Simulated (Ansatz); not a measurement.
Series SiCl2X2: PBE0-D4/def2-SVP single points in Ansatz on relaxed structures, gas phase. Binding counts from free atoms in the multiplicity of their measured ground term, without zero-point energy. The structures are stationary points that may keep the symmetry of their start.

Question: Estimate the order by gap (eV), lowest first.
A. Si(NCS)2Cl2 (SiC2S2N2Cl2) (singlet)
B. SiF2Cl2 (SiCl2F2) (singlet)
C. Si(NH2)2Cl2 (SiN2Cl2H4) (singlet)
D. Si(OH)2Cl2 (SiCl2O2H2) (singlet)
E. Si(SH)2Cl2 (SiH2S2Cl2) (singlet)
F. SiCl2(SiMe3)2 (C6H18Cl2Si3) (singlet)

Answer: A (6.37), F (6.60), E (7.40), C (8.91), D (9.63), B (10.05).

In full:

```
                    species  atoms    state            geometry  HOMO (eV)  LUMO (eV)  gap (eV)  binding per atom (eV)  point group (within 0.1 Å)
          SiF2Cl2 (SiCl2F2)      5  singlet    PBE0-D4/def2-SVP      -9.86       0.19     10.05                   3.98                         C2v
     Si(SH)2Cl2 (SiH2S2Cl2)      7  singlet     PBE-D4/def2-SVP      -8.01      -0.62      7.40                   3.19                          C2
     Si(OH)2Cl2 (SiCl2O2H2)      7  singlet  r2SCAN-D4/def2-SVP      -9.01       0.63      9.63                   3.86                          C2
    Si(NH2)2Cl2 (SiN2Cl2H4)      9  singlet     PBE-D4/def2-SVP      -7.85       1.06      8.91                   3.59                          C2
  Si(NCS)2Cl2 (SiC2S2N2Cl2)      9  singlet  r2SCAN-D4/def2-SVP      -7.91      -1.54      6.37                   4.60                         C2v
  Si(OMe)2Cl2 (C2H6Cl2O2Si)     13  singlet  r2SCAN-D4/def2-SVP      -8.62       0.99      9.62                   4.01                         C2v
SiCl2(SiMe3)2 (C6H18Cl2Si3)     29  singlet    PBE0-D4/def2-SVP      -6.76      -0.16      6.60                   3.93                           –
```

The gap (eV) runs from 6.37 (Si(NCS)2Cl2) to 10.05 (SiF2Cl2).
